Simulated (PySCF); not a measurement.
C5H10ClFSi (charge -1 and doublet state).
Z-matrix (Å and degrees, GFN2-xTB geometry), rows numbered from 1:
```
C 
C   1  1.5012
C   2  1.3840  1  122.03
Si  3  1.8095  2  129.52  1  -173.28
Cl  4  2.3783  3  119.49  2    79.67
C   2  1.5008  1  115.75  3  -175.37
C   6  1.5280  2  111.19  1    96.34
F   7  1.3926  6  111.25  2  -172.70
H   1  1.0977  2  111.59  3  -125.91
H   1  1.0888  2  110.68  3    -5.65
H   1  1.0984  2  111.94  3   114.49
H   3  1.0866  2  115.01  1     1.62
H   4  1.4664  3  119.64  2   -31.31
H   4  1.4651  3  113.49  2  -169.40
H   6  1.0958  2  110.26  1   -23.67
H   6  1.0927  2  110.69  1  -143.33
H   7  1.0946  6  111.31  2   -54.92
H   7  1.0911  6  111.34  2    68.09
```

The hyperfine couplings belong to this conformer and change with its torsions.

Identity: `C[C-]([CH][SiH2]Cl)CCF` [radical] (charge -1).

Method used: UKS B3LYP, pcH-1 on C Cl F H Si, non-relativistic, mean-field spin-orbit, GIAO (PySCF 2.14.0). Whether the extra electron is bound in the gas phase wasn't checked; a finite basis holds it in any case. The geometry wasn't refined by DFT: couplings that depend on bond lengths, twists or pyramidal angles can differ widely from those at the functional's own minimum, by a factor of two or more for some ions and for spin on atoms past the first row. Stability of the SCF solution: not tested.

Question: Give the principal g shifts and their parts.

Answer: 
```csv
Δg (ppm),1,2,3
relativistic mass correction,-162,-162,-162
gauge correction,-3,-10,1
orbital Zeeman/spin–orbit,-1427,33,728
total,-1592,-139,567
```

So g = 2.00073, 2.00218, 2.00289 and g_iso = 2.00193; the tensor is rhombic: the two nearest values differ by 33 % of g3 − g1. 

Question: Average each term over the three axes. Which is largest in size?

Answer: The orbital-Zeeman/spin–orbit term -222, the mass correction -162 and the gauge correction -4 ppm, for a total of -388 ppm. The orbital-Zeeman/spin–orbit term is the largest in size. The mass correction is the same along every axis, so the anisotropy comes from the other two: their spans along these axes are 11 (gauge) and 2155 ppm (orbital Zeeman/spin–orbit).

Question: What effective moment and Curie constant follow for a powder?

Answer: With the mean of g² = 4.0077 and S(S+1) = 0.75: μ_eff = √(⟨g²⟩S(S+1)) = 1.734 μB and χT = 0.12505·⟨g²⟩·S(S+1) = 0.376 cm³ K/mol (cgs; spin-Hamiltonian part alone).

Question: In a frozen sample, at which fields do the three g values resonate at 9.5, 34, 94 and 263 GHz (hyperfine left aside), and which band first spreads them over more than twice a line width of 0.3 mT?

Answer: 
```csv
band,GHz,B(g3) mT,B(g2) mT,B(g1) mT,spread mT
X,9.5,338.89,339.01,339.25,0.37
Q,34.0,1212.86,1213.29,1214.17,1.31
W,94.0,3353.20,3354.39,3356.82,3.62
J,263.0,9381.84,9385.14,9391.96,10.12
```

The spread grows in proportion to the frequency. Q band is the first where it exceeds 0.6 mT.

The largest Mulliken spin populations are on C2 (+0.51), Si4 (+0.43) and Cl5 (+0.06). The angles at C2 add up to 359.8°, so it is planar.

The HOMO–LUMO gaps are 3.13 eV among the α and 5.60 eV among the β orbitals.

The SMILES draws the unpaired electron on C3; the largest computed Mulliken spin population is on C2 (0.51 against 0.02).
